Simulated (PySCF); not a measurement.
## Electric field gradients and quadrupole coupling constants

C3H5BF2O.
Structure used (PBE0-D3(BJ)/def2-SVP), in Å, numbered top down from 1:
```xyz
12
C3H5BF2O angstrom
O     -0.4496    1.0799   -1.1145
C     -1.2291    0.6870   -0.2624
C     -0.7522   -0.2968    0.7441
C      0.5924   -0.8102    0.2360
B      1.1740    0.3096   -0.7579
F      1.6040   -0.0538   -1.9798
F      1.8193    1.3635   -0.2093
H     -2.2603    1.0922   -0.2486
H     -0.6640    0.2719    1.6911
H     -1.5293   -1.0559    0.9367
H      1.2874   -1.0029    1.0653
H      0.4556   -1.7574   -0.3071
```

Field gradients from the PBE0/pcSseg-1 density (PySCF, non-relativistic), principal values in atomic units, ordered |Vxx| ≤ |Vyy| ≤ |Vzz|:

| atom | Vxx | Vyy | Vzz |
| --- | --- | --- | --- |
| O1 | 0.5012 | 1.0182 | -1.5194 |
| B5 | -0.0488 | -0.2482 | 0.2969 |

Find the asymmetry η = (Vxx − Vyy)/Vzz and the couplings χ = eQV/h (234.96 MHz × Q in barn × V in au), with Q(17O) = −0.0256 b, Q(11B) = 0.04059 b.

```json
{"atom": "O1", "environment": "aldehyde oxygen", "nucleus": "17O", "η": "0.34", "χzz (MHz)": "9.14", "χxx (MHz)": "-3.01", "χyy (MHz)": "-6.12"}
{"atom": "B5", "environment": "three-coordinate boron", "nucleus": "11B", "η": "0.67", "χzz (MHz)": "2.832", "χxx (MHz)": "-0.465", "χyy (MHz)": "-2.367"}
```

The tensor is traceless: Vxx + Vyy + Vzz = 0.

What is Vzz at O1 in SI units (1 au = 9.71736 × 10²¹ V/m²)?

-1.5194 au = -14.764 × 10²¹ V/m².

And the gradient at the other heavy atoms, for which no coupling is worked out here?

```json
{"atom": "C2", "environment": "aldehyde carbon", "Vzz (au)": "0.676", "η": "0.27"}
{"atom": "C3", "environment": "sp3 carbon next to a carbonyl", "Vzz (au)": "0.068", "η": "0.83"}
{"atom": "C4", "environment": "sp3 carbon bound to boron", "Vzz (au)": "-0.203", "η": "0.95"}
{"atom": "F6", "environment": "boron-bound fluorine", "Vzz (au)": "1.525", "η": "0.33"}
{"atom": "F7", "environment": "boron-bound fluorine", "Vzz (au)": "1.522", "η": "0.29"}
```

What couplings would deuterons (Q(2H) = 0.00286 b) have in place of the hydrogens, at this geometry?

```tsv
atom	bonded to	bond length (Å)	Vzz (au)	η	χzz (kHz)
H8	C2	1.108	0.2648	0.01	178
H9	C3	1.108	0.2763	0.04	186
H10	C3	1.103	0.2842	0.03	191
H11	C4	1.099	0.2968	0.06	199
H12	C4	1.100	0.2929	0.06	197
```

One conformer (not necessarily the lowest) at the PBE0-D3(BJ)/def2-SVP geometry, without solvent, vibrations or thermal averaging. These gradients aren't converged with respect to the basis.
